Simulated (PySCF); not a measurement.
**Frontier levels across methods**

C2H6N2Si.
Structure used (PBE0-D3(BJ)/def2-SVP), in Å, numbered top down from 1:
```
atom  x, y, z in Å
C1     2.6245   -0.3380    0.4466
C2     1.4202   -0.1571    0.4673
Si3   -0.4140    0.0855    0.5336
N4    -1.3783   -1.2135   -0.0505
N5    -0.6872    1.4527   -0.4720
H6     3.6879   -0.4986    0.4293
H7    -0.7689    0.1891    1.9824
H8    -1.2766   -1.5302   -1.0082
H9    -1.6172   -1.9774    0.5709
H10    0.0370    2.1506   -0.5904
H11   -1.6165    1.8423   -0.5759
```

Basis pcSseg-2 throughout (PySCF), one geometry. One conformer (not necessarily the lowest) at the PBE0-D3(BJ)/def2-SVP geometry, without solvent, vibrations or thermal averaging.

**Question.** How do the orbital energies, the gap and the dipole change with the method?

**Answer.** 
```json
{"method": "BLYP", "kind": "GGA", "HOMO (eV)": "-5.96", "LUMO (eV)": "-0.77", "gap (eV)": "5.18", "μ (D)": "0.54", "SCF cycles": "15"}
{"method": "OPBE", "kind": "GGA", "HOMO (eV)": "-6.03", "LUMO (eV)": "-0.76", "gap (eV)": "5.27", "μ (D)": "0.61", "SCF cycles": "16"}
{"method": "B97-D", "kind": "GGA", "HOMO (eV)": "-6.07", "LUMO (eV)": "-0.78", "gap (eV)": "5.29", "μ (D)": "0.55", "SCF cycles": "16"}
{"method": "PBE", "kind": "GGA", "HOMO (eV)": "-6.08", "LUMO (eV)": "-0.91", "gap (eV)": "5.17", "μ (D)": "0.57", "SCF cycles": "15"}
{"method": "KT3", "kind": "GGA", "HOMO (eV)": "-6.17", "LUMO (eV)": "-0.88", "gap (eV)": "5.29", "μ (D)": "0.55", "SCF cycles": "16"}
{"method": "KT2", "kind": "GGA", "HOMO (eV)": "-6.18", "LUMO (eV)": "-0.95", "gap (eV)": "5.23", "μ (D)": "0.53", "SCF cycles": "16"}
{"method": "BP86", "kind": "GGA", "HOMO (eV)": "-6.18", "LUMO (eV)": "-0.97", "gap (eV)": "5.22", "μ (D)": "0.55", "SCF cycles": "15"}
{"method": "LDA", "kind": "LDA", "HOMO (eV)": "-6.21", "LUMO (eV)": "-1.13", "gap (eV)": "5.08", "μ (D)": "0.54", "SCF cycles": "15"}
{"method": "B97-2", "kind": "global hybrid", "HOMO (eV)": "-7.21", "LUMO (eV)": "0.00", "gap (eV)": "7.21", "μ (D)": "0.49", "SCF cycles": "14"}
{"method": "B3LYP", "kind": "global hybrid", "HOMO (eV)": "-7.24", "LUMO (eV)": "-0.21", "gap (eV)": "7.03", "μ (D)": "0.47", "SCF cycles": "14"}
{"method": "PBE0", "kind": "global hybrid", "HOMO (eV)": "-7.48", "LUMO (eV)": "0.01", "gap (eV)": "7.49", "μ (D)": "0.49", "SCF cycles": "14"}
{"method": "mPW1PW91", "kind": "global hybrid", "HOMO (eV)": "-7.51", "LUMO (eV)": "0.01", "gap (eV)": "7.52", "μ (D)": "0.49", "SCF cycles": "14"}
{"method": "BHandHLYP", "kind": "global hybrid", "HOMO (eV)": "-8.77", "LUMO (eV)": "0.89", "gap (eV)": "9.66", "μ (D)": "0.41", "SCF cycles": "13"}
{"method": "CAM-B3LYP", "kind": "range-separated hybrid", "HOMO (eV)": "-8.91", "LUMO (eV)": "1.01", "gap (eV)": "9.92", "μ (D)": "0.43", "SCF cycles": "13"}
{"method": "wB97X-D", "kind": "range-separated hybrid", "HOMO (eV)": "-9.39", "LUMO (eV)": "1.79", "gap (eV)": "11.17", "μ (D)": "0.47", "SCF cycles": "14"}
{"method": "LC-wPBE", "kind": "range-separated hybrid", "HOMO (eV)": "-10.32", "LUMO (eV)": "2.18", "gap (eV)": "12.50", "μ (D)": "0.43", "SCF cycles": "14"}
{"method": "HF", "kind": "Hartree–Fock", "HOMO (eV)": "-10.61", "LUMO (eV)": "2.74", "gap (eV)": "13.35", "μ (D)": "0.38", "SCF cycles": "12"}
```

The HOMO spans 4.65 eV, from BLYP down to HF, and the gap runs from 5.08 eV (LDA) to 13.35 eV (HF). Over the methods BLYP (0 %), OPBE (0 %), B97-D (0 %), PBE (0 %), KT3 (0 %), KT2 (0 %), BP86 (0 %), LDA (0 %), B97-2 (21 %), B3LYP (20 %), PBE0 (25 %), mPW1PW91 (25 %), BHandHLYP (50 %), HF (100 %), a straight line through the gap against the share of exact exchange rises by 0.83 eV for each 10 % (correlation coefficient 0.998). The dipole ranges from 0.38 D (HF) to 0.61 D (OPBE). This basis has no diffuse functions.

The vertical ΔSCF ionisation energy at PBE0/def2-SVPD is 9.39 eV; −ε(HOMO) comes closest to it with wB97X-D (9.39 eV).
